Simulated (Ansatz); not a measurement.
BPH₃F₃⁺, that is B(PF3)H3 with one electron fewer. Charge 1, multiplicity 2. Geometry B3LYP-D4/def2-SVP, that of the neutral singlet; atoms count from 1.

```xyz
8

B     0.032   -0.035   -1.105
P    -0.024    0.023    0.752
F    -1.337   -0.474    1.470
F     0.152    1.425    1.451
F     1.051   -0.812    1.548
H     1.136    0.413   -1.350
H    -0.899    0.678   -1.425
H    -0.112   -1.219   -1.342
```

(1) Estimate the Mulliken populations from the PBE0/def2-TZVP orbitals of Ansatz.

(2) Where does the spin sit?

(3) And the Mayer bond orders between heavy atoms (over 0.3)?

Answers

(1) 
```
atom  charge (e)  spin (α − β)
  B1       -0.33          0.39
  P2        0.98          0.01
  F3       -0.12          0.02
  F4       -0.13          0.00
  F5       -0.12          0.02
  H6        0.22          0.14
  H7        0.22          0.14
  H8        0.27          0.27
```
Mulliken values depend strongly on the basis.

(2) Summed by element: B 0.39, P 0.01, F 0.05, H 0.55, of 1 unpaired in all. Largest on single atoms: B1 0.39, H8 0.27, H6 0.14.

(3) B1–P2 0.95 (1.86 Å); P2–F3 1.25 (1.58 Å); P2–F4 1.26 (1.58 Å); P2–F5 1.25 (1.58 Å).
